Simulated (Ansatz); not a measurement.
Geometry optimisation, RHF/def2-SVP (Ansatz).

Input file:

```yaml
crystal:
  periodic: [false, false, false]
  atoms:
    - { symbol: Si, position_ang: [-0.8986, 1.1193, 0.4313] }
    - { symbol: Si, position_ang: [0.073, -0.2727, -0.9523] }
    - { symbol: P, position_ang: [2.1025, -0.6214, -0.2515] }
    - { symbol: Te, position_ang: [-1.0961, -2.4081, -0.9666] }
    - { symbol: H, position_ang: [-2.3174, 1.3901, -0.0716] }
    - { symbol: H, position_ang: [-0.9827, 0.6103, 1.7731] }
    - { symbol: H, position_ang: [-0.1787, 2.4358, 0.442] }
    - { symbol: H, position_ang: [0.1535, 0.3069, -2.3171] }
    - { symbol: H, position_ang: [1.7238, -0.839, 1.1769] }
    - { symbol: H, position_ang: [2.4121, 0.7905, -0.0123] }
    - { symbol: H, position_ang: [-0.926, -2.5686, 0.7686] }
basis:
  gaussian: { orbitals: def2-SVP }
hamiltonian:
  xc: hf
relax:
  f_tol: 0.015
  max_steps: 40
output:
  orbitals: {}
```

Launched with:

```bash
$ ansatz run input.yaml --threads 2 --pin off --max-ram 3072MiB --backend cpu --events-out ev --progress --plain --runs-dir out
```

Where does it end, and by what steps?

The run converged. The force dipped under the threshold on the way, but the program's further checks kept it going. After 7 steps the energy has fallen by 0.686 eV; H9 moved furthest, 0.34 Å.

```
step  energy less start (eV)  largest force component (eV/Å)  accepted
   0                  0.0000                           2.626       yes
   1                 -0.4935                           2.069       yes
   2                 -0.6549                           0.647       yes
   3                 -0.6719                           0.183       yes
   4                 -0.6847                           0.031       yes
   5                 -0.6855                           0.012       yes
   6                 -0.6856                           0.017       yes
   7                 -0.6857                           0.002       yes
```

```xyz
11
Properties=species:S:1:pos:R:3
Si -1.052 1.263 0.461
Si 0.131 -0.274 -0.899
P 2.307 -0.606 -0.284
Te -1.078 -2.504 -0.951
H -2.409 1.495 -0.088
H -1.161 0.705 1.830
H -0.318 2.551 0.522
H 0.125 0.165 -2.315
H 2.017 -0.960 1.053
H 2.601 0.750 -0.003
H -1.096 -2.641 0.694
```

Whether the end is a true minimum wasn't checked by a vibrational analysis.

Run time: 22 s on 2 threads of Arm Neoverse V1, on a shared host, peak memory 0.28 GiB.
